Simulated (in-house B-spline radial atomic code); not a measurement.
The manganese ion Mn⁵⁺: [Ar] 3d2

Level of theory: non-relativistic OLYP, spin-polarised, spherical fractional occupations, point nucleus; calculated with an all-electron radial atomic-structure program (B-spline basis).

Effective charges: Z_r = [3n² - l(l+1)]/(2<r>) from the radius, Z_e = n√(-2ε) from the energy, and Slater's rules. Values are occupation-weighted means over spin.

```
shell  electrons   ε (eV)  <r> (bohr)    Z_r    Z_e  Slater
   1s          2  -6457.8     0.06158  24.36  21.79   24.70
   2s          2   -820.6      0.2821  21.27  15.53   20.85
   2p          6   -715.9       0.248  20.16  14.51   20.85
   3s          2  -163.82      0.8267  16.33  10.41   13.75
   3p          6     -133      0.8525  14.66   9.38   13.75
   3d          2  -84.575      0.8983  11.69   7.48    6.65
```

The least bound orbital is 3d up at -84.58 eV, and it is also the most diffuse (<r> = 0.8983 bohr).
